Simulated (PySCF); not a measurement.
Dissociation curve of SMILES BB. The B1–B4 bond (B1 also carries H, H; B4 carries H, H) is pulled apart rigidly from the PBE0/def2-TZVP optimised geometry.

Computed with: UHF/def2-TZVP (PySCF); RHF/def2-TZVP (PySCF); UKS-PBE = unrestricted PBE/def2-TZVP (PySCF); RKS-PBE = restricted PBE/def2-TZVP (PySCF); UKS-BHandHLYP = unrestricted BHandHLYP/def2-TZVP in PySCF 2.14.0; RKS-BHandHLYP = restricted BHandHLYP/def2-TZVP run with PySCF; UKS-LDA (SVWN5) = unrestricted LDA (SVWN5)/def2-TZVP (PySCF); RKS-LDA (SVWN5) = restricted LDA (SVWN5)/def2-TZVP (PySCF 2.14.0); UKS-B3LYP/6-31G* = unrestricted B3LYP/6-31G*, spherical d (PySCF 2.14.0); RKS-B3LYP/6-31G* = restricted B3LYP/6-31G*, spherical d (PySCF).

Scanned distances (Å): 1.30, 1.38, 1.45, 1.54, 1.56, 1.63, 1.69, 1.74, 1.77, 1.87, 2.03, 2.18, 2.44, 2.68, 2.91, 3.26, 3.55, 3.97, 4.35, 4.85, 5.65.

**Question.** Where does the unrestricted solution first break spin symmetry (<S²> of 0.01 or more)?

**Answer.** UHF: between 2.44 and 2.68 Å; UKS-PBE: between 2.91 and 3.26 Å; UKS-BHandHLYP: between 2.68 and 2.91 Å; UKS-LDA (SVWN5): between 3.26 and 3.55 Å; UKS-B3LYP/6-31G*: between 2.91 and 3.26 Å.

| R / Å | <S²> UHF | E(RHF) − E(UHF) / mEh | <S²> UKS-PBE | E(RKS-PBE) − E(UKS-PBE) / mEh | <S²> UKS-BHandHLYP | E(RKS-BHandHLYP) − E(UKS-BHandHLYP) / mEh | <S²> UKS-LDA (SVWN5) | E(RKS-LDA (SVWN5)) − E(UKS-LDA (SVWN5)) / mEh | <S²> UKS-B3LYP/6-31G* | E(RKS-B3LYP/6-31G*) − E(UKS-B3LYP/6-31G*) / mEh |
|---|---|---|---|---|---|---|---|---|---|---|
| 1.30 | 0.00 | 0.0 | 0.00 | 0.0 | 0.00 | 0.0 | 0.00 | 0.0 | 0.00 | 0.0 |
| 1.38 | 0.00 | 0.0 | 0.00 | 0.0 | 0.00 | 0.0 | 0.00 | 0.0 | 0.00 | 0.0 |
| 1.45 | 0.00 | 0.0 | 0.00 | 0.0 | 0.00 | 0.0 | 0.00 | 0.0 | 0.00 | 0.0 |
| 1.54 | 0.00 | 0.0 | 0.00 | 0.0 | 0.00 | 0.0 | 0.00 | 0.0 | 0.00 | 0.0 |
| 1.56 | 0.00 | 0.0 | 0.00 | 0.0 | 0.00 | 0.0 | 0.00 | 0.0 | 0.00 | 0.0 |
| 1.63 | 0.00 | 0.0 | 0.00 | 0.0 | 0.00 | 0.0 | 0.00 | 0.0 | 0.00 | 0.0 |
| 1.69 | 0.00 | 0.0 | 0.00 | 0.0 | 0.00 | 0.0 | 0.00 | 0.0 | 0.00 | 0.0 |
| 1.74 | 0.00 | 0.0 | 0.00 | 0.0 | 0.00 | 0.0 | 0.00 | 0.0 | 0.00 | 0.0 |
| 1.77 | 0.00 | 0.0 | 0.00 | 0.0 | 0.00 | 0.0 | 0.00 | 0.0 | 0.00 | 0.0 |
| 1.87 | 0.00 | 0.0 | 0.00 | 0.0 | 0.00 | 0.0 | 0.00 | 0.0 | 0.00 | 0.0 |
| 2.03 | 0.00 | 0.0 | 0.00 | 0.0 | 0.00 | 0.0 | 0.00 | 0.0 | 0.00 | 0.0 |
| 2.18 | 0.00 | 0.0 | 0.00 | 0.0 | 0.00 | 0.0 | 0.00 | 0.0 | 0.00 | 0.0 |
| 2.44 | 0.00 | 0.0 | 0.00 | 0.0 | 0.00 | 0.0 | 0.00 | 0.0 | 0.00 | 0.0 |
| 2.68 | 0.34 | 3.9 | 0.00 | 0.0 | 0.00 | 0.0 | 0.00 | 0.0 | 0.00 | 0.0 |
| 2.91 | 0.63 | 17.8 | 0.00 | 0.0 | 0.24 | 1.3 | 0.00 | 0.0 | 0.00 | 0.0 |
| 3.26 | 0.85 | 45.0 | 0.25 | 0.7 | 0.67 | 14.4 | 0.00 | 0.0 | 0.50 | 5.4 |
| 3.55 | 0.93 | 67.1 | 0.62 | 6.4 | 0.84 | 28.7 | 0.34 | 1.2 | 0.76 | 15.8 |
| 3.97 | 0.98 | 94.9 | 0.86 | 17.2 | 0.94 | 48.2 | 0.73 | 8.5 | 0.92 | 31.6 |
| 4.35 | 0.99 | 115.3 | 0.94 | 25.6 | 0.98 | 62.7 | 0.89 | 15.7 | 0.97 | 43.9 |
| 4.85 | 1.00 | 136.2 | 0.98 | 33.7 | 1.00 | 77.1 | 0.96 | 23.2 | 0.99 | 56.0 |
| 5.65 | 1.01 | 159.5 | 1.00 | 40.8 | 1.00 | 91.8 | 1.00 | 30.3 | 1.00 | 66.4 |
